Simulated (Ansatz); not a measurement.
`[CH3][W](=[S])(=[S])[Cl]` + `[NH2][In]([Cl])[Cl]` → `[S]=[W](=[S])([Cl])[Cl]` + `[CH3][In]([NH2])[Cl]`  (redistribution)

Gas-phase electronic energies from Ansatz, PBE0-D4/def2-TZVP geometries. CCSD(T)/CBS adds triple-zeta CCSD(T) − MP2 to the extrapolated MP2 energy (def2 sets, frozen cores). DFT in def2-TZVPP. B3LYP here is the variant with VWN-RPA as its local correlation; programs differ in this. def2 core potentials past Kr. For In, W outer-core shells are correlated without core-valence functions, which leaves a few kJ/mol of doubt a bond. Each species was taken in one conformer, which may not be the lowest.

| level | ΔE (kcal/mol) | difference from CCSD(T)/CBS |
| --- | --- | --- |
| PBE-D4 | -3.8 | -1.9 |
| BLYP-D4 | -3.9 | -2.0 |
| B3LYP-D4 | -2.5 | -0.6 |
| BHLYP-D4 | -0.2 | 1.7 |
| r2SCAN | -2.6 | -0.7 |
| B3LYP | -2.5 | -0.6 |
| CAM-B3LYP | -1.6 | 0.3 |
| RPA@PBE/def2-TZVPP | -2.5 | -0.6 |
| HF/def2-SVP | 6.1 | 8.0 |
| CCSD(T)/def2-SVP | 1.2 | 3.1 |
| HF/def2-TZVPP | 4.9 | 6.8 |
| MP2/def2-TZVPP | -6.6 | -4.7 |
| SCS-MP2/def2-TZVPP | -4.6 | -2.7 |
| CCSD(T)/def2-TZVPP | -1.8 | 0.1 |
| SCS-MP2/def2-QZVPP | -4.6 | -2.7 |
| HF/CBS(def2) | 4.7 | 6.6 |
| CCSD(T)/CBS | -1.9 | 0 |

Largest T1 diagnostic among the species: 0.022, so the coupled-cluster value is less sure than usual.

In def2-TZVPP, CCSD(T) changes the Hartree–Fock value by −6.7 kcal/mol (the triples alone add −1.7 kcal/mol) and MP2 by −11.4 kcal/mol. At CCSD(T), def2-SVP lies +3.1 kcal/mol from the extrapolated value and def2-TZVPP +0.1 kcal/mol. From PBE to PBE0 (25 % exact exchange), in def2-TZVPP and without D4, ΔE moves by +1.8 kcal/mol.
